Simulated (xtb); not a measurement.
C3H7NSi, SMILES N1C[SiH2]C=1C. All values are semi-empirical tight-binding results from xtb (GFN2-xTB unless named), good for trends rather than for accurate numbers. The structure is a stationary point at GFN2-xTB. The structure was generated by enumeration, and PubChem lists no compound with its InChIKey, so it may never have been made.

Optimised geometry:

```xyz
12

C      2.1765    -0.0604     0.0033
C      0.6984    -0.0897    -0.1259
N      0.0744    -0.6197    -1.1103
C     -1.3383    -0.3880    -0.7652
Si    -0.8234     0.5064     0.8675
H      2.6403    -0.5432    -0.8545
H      2.5214     0.9709     0.0714
H      2.4778    -0.5735     0.9163
H     -1.8674    -1.3382    -0.6896
H     -1.8235     0.1994    -1.5451
H     -1.1111    -0.1864     2.1210
H     -1.0510     1.9479     0.9338
```
Charge 0, spin multiplicity 1.

```
Item                                            Value
--------------------------------------  -------------
point group as xtb finds it                        Cs
orbital gap                                   2.84 eV
dipole moment                                  2.85 D
zero-point energy                       56.2 kcal/mol
G − E(el) at 298.15 K (modified RRHO)   37.7 kcal/mol
static polarisability (D4 model)           68.2 bohr³
solvation energy, GFN2-xTB/ALPB(water)  -2.6 kcal/mol
solvation energy, GFN2-xTB/ALPB(chcl3)  -5.7 kcal/mol
```

Give the atomic charges and the Wiberg bond orders between heavy atoms. (The exact figures need the calculation; the answer reports its results.)

charges (e) C1 -0.11, C2 0.00, N3 -0.27, C4 -0.09, Si5 0.44, H6 0.06, H7 0.04, H8 0.04, H9 0.02, H10 0.02, H11 -0.08, H12 -0.08. Bond orders C1–C2 1.04, C2–N3 1.88, N3–C4 1.03, C2–Si5 0.87, C4–Si5 0.88.
